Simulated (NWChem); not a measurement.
C₂H₄N cation; SMILES C(C)#[NH+]

Computed with NWChem. Pople sets run with spherical d functions. All runs use the structure optimised with PBE0/def2-SVP. Level: M06-2X/6-31G* with SMD (1 M gas to 1 M solution), gas-phase geometry. Reactions with the solvent are ignored.

**Question.** Order these by “cavity-dispersion-structure term (kcal/mol)”, lowest first: 2-propanol; tetrahydrofuran; water; cyclohexane.

**Answer.** cyclohexane (-0.1), tetrahydrofuran (0.6), 2-propanol (1.3), water (4.3)
